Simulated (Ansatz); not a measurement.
Program: Ansatz.

The input (input.yaml):

```yaml
accuracy: low
crystal:
  lattice:
    - [9.424893, 0.0, 0.0]
    - [0.0, 9.424893, 0.0]
    - [0.0, 0.0, 9.424893]
  atoms:
    - { symbol: S, position: [0.74177066, 0.03771173, -0.08201304] }
    - { symbol: O, position: [0.87239229, -0.03268717, -0.05916369] }
    - { symbol: O, position: [0.76345138, 0.1709783, -0.15863257] }
    - { symbol: S, position: [0.21458485, 0.71021355, 0.40411213] }
    - { symbol: O, position: [0.29882166, 0.84230902, 0.35503215] }
    - { symbol: O, position: [0.27260274, 0.57872801, 0.3708137] }
    - { symbol: S, position: [0.34568822, 0.2414259, 0.61986982] }
    - { symbol: O, position: [0.43924401, 0.3678614, 0.61080816] }
    - { symbol: O, position: [0.37279169, 0.13955089, 0.51614216] }
    - { symbol: S, position: [0.65551854, 0.28233625, 0.32068195] }
    - { symbol: O, position: [0.72451731, 0.39552036, 0.25116862] }
    - { symbol: O, position: [0.5574797, 0.20181704, 0.23066341] }
    - { symbol: C, position: [0.97497182, 0.572266, -0.0072152] }
    - { symbol: C, position: [0.97542984, 0.68080634, 0.11776005] }
    - { symbol: "N", position: [0.94979791, 0.74502414, 0.21924303] }
    - { symbol: H, position: [0.89910789, 0.61319875, -0.08857681] }
    - { symbol: H, position: [1.08039172, 0.54062568, -0.0446017] }
    - { symbol: H, position: [0.92077057, 0.47819389, 0.04981418] }
    - { symbol: C, position: [0.13343234, 0.05866019, 0.14595761] }
    - { symbol: C, position: [0.03375439, 0.09649849, 0.24947048] }
    - { symbol: "N", position: [-0.0861184, 0.13072246, 0.26377797] }
    - { symbol: H, position: [0.23220154, 0.03581878, 0.18196288] }
    - { symbol: H, position: [0.11018593, -0.03658428, 0.0959572] }
    - { symbol: H, position: [0.13202861, 0.1391968, 0.06728027] }
    - { symbol: C, position: [0.6687944, 0.83868965, 0.41065674] }
    - { symbol: C, position: [0.63702051, 0.87821231, 0.55289833] }
    - { symbol: "N", position: [0.64569426, 0.9009083, 0.66984149] }
    - { symbol: H, position: [0.64003935, 0.90749944, 0.32394229] }
    - { symbol: H, position: [0.77633868, 0.82421024, 0.40596693] }
    - { symbol: H, position: [0.66068846, 0.72953453, 0.38485006] }
    - { symbol: C, position: [0.759466, 0.47459297, 0.62613174] }
    - { symbol: C, position: [0.9025426, 0.51322585, 0.6319364] }
    - { symbol: "N", position: [1.02719702, 0.51265007, 0.61990197] }
    - { symbol: H, position: [0.70974858, 0.52841375, 0.70144258] }
    - { symbol: H, position: [0.73029533, 0.51614762, 0.5200849] }
    - { symbol: H, position: [0.74870001, 0.36207453, 0.63890471] }
basis:
  ecutwfc: 500.0
kpoints:
  mp_grid: { grid: [1, 1, 1] }
hamiltonian:
  xc: r2scan
  dispersion: d3bj
scf:
  occupations: { method: fermi_dirac, width: 0.05 }
  lower_state_search: "off"
  max_iter: 100
md:
  timestep: 0.5
  n_steps: 25
  ensemble: langevin
  temperature: 1500.0
  initial_velocities: maxwell_boltzmann
  seed: 315067
  nose_hoover: { tau: 50.0, chain_length: 3 }
```

Command:

```bash
$ ansatz run input.yaml --threads 2 --pin off --max-ram 5120MiB --backend cpu --events-out ev --progress --plain --runs-dir out
```

Q: What happens when this is run?

A: The input was rejected before any iteration.

```
Error: YAML parse error: error: line 58 column 13: unknown variant `langevin`, expected one of nve, nve_milne, nvt_langevin, nvt_nose_hoover, npt_langevin
  --> <input>:58:13
   |
56 |   timestep: 0.5
57 |   n_steps: 25
58 |   ensemble: langevin
   |             ^ unknown variant `langevin`, expected one of nve, nve_milne, nvt_langevin, nvt_nose_hoover, npt_langevin
59 |   temperature: 1500.0
60 |   initial_velocities: maxwell_boltzmann
```
